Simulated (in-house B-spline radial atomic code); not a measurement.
Nd²⁺: [Xe] 4f4

Level of theory: Dirac-Kohn-Sham HSE06, spherical fractional occupations, Fermi nucleus of rms radius 4.9123 fm; calculated with an all-electron radial atomic-structure program (B-spline basis).

Z_r = [3n² - l(l+1)]/(2<r>); Z_e = n√(-2ε); the last column is Slater's effective charge. Values are occupation-weighted means over j. An effective charge above Z reflects the relativistic contraction of the inner shells.

```json
{"shell": "1s", "electrons": "2", "ε (eV)": "-43487", "<r> (bohr)": "0.02363", "Z_r": "63.49", "Z_e": "56.54", "Slater": "59.70"}
{"shell": "2s", "electrons": "2", "ε (eV)": "-7071", "<r> (bohr)": "0.1005", "Z_r": "59.73", "Z_e": "45.59", "Slater": "55.85"}
{"shell": "2p", "electrons": "6", "ε (eV)": "-6338.6", "<r> (bohr)": "0.08851", "Z_r": "56.49", "Z_e": "43.17", "Slater": "55.85"}
{"shell": "3s", "electrons": "2", "ε (eV)": "-1557.3", "<r> (bohr)": "0.2656", "Z_r": "50.83", "Z_e": "32.10", "Slater": "48.75"}
{"shell": "3p", "electrons": "6", "ε (eV)": "-1322.9", "<r> (bohr)": "0.2637", "Z_r": "47.41", "Z_e": "29.58", "Slater": "48.75"}
{"shell": "3d", "electrons": "10", "ε (eV)": "-988.89", "<r> (bohr)": "0.2416", "Z_r": "43.46", "Z_e": "25.58", "Slater": "38.85"}
{"shell": "4s", "electrons": "2", "ε (eV)": "-326.2", "<r> (bohr)": "0.607", "Z_r": "39.54", "Z_e": "19.59", "Slater": "32.25"}
{"shell": "4p", "electrons": "6", "ε (eV)": "-248.32", "<r> (bohr)": "0.6421", "Z_r": "35.82", "Z_e": "17.09", "Slater": "32.25"}
{"shell": "4d", "electrons": "10", "ε (eV)": "-134.82", "<r> (bohr)": "0.7069", "Z_r": "29.71", "Z_e": "12.59", "Slater": "20.85"}
{"shell": "5s", "electrons": "2", "ε (eV)": "-56.142", "<r> (bohr)": "1.474", "Z_r": "25.44", "Z_e": "10.16", "Slater": "10.85"}
{"shell": "5p", "electrons": "6", "ε (eV)": "-36.654", "<r> (bohr)": "1.709", "Z_r": "21.36", "Z_e": "8.21", "Slater": "10.85"}
{"shell": "4f", "electrons": "4", "ε (eV)": "-13.569", "<r> (bohr)": "1.113", "Z_r": "16.17", "Z_e": "3.99", "Slater": "12.95"}
```

The least bound orbital is 4f7/2 at -13.4 eV, while the most diffuse is 5p3/2 (<r> = 1.737 bohr against 1.121 bohr): energy order and size order differ.

Spin-orbit splittings of the orbital energies (j = l + 1/2 above j = l - 1/2 when positive): 2p 520.4 eV, 3p 104.5 eV, 3d 22.51 eV, 4p 22.7 eV, 4d 4.031 eV, 5p 3.134 eV, 4f 0.3888 eV.

For the 1s electron the small component carries 4.95 % of the norm, the zero-frequency Breit interaction raises the level by 122.3 eV, self-energy by 72.06 eV, and vacuum polarisation lowers it by 11.06 eV.

Caution: exact exchange at fractional occupations of open shells leaves self-interaction of up to several eV.
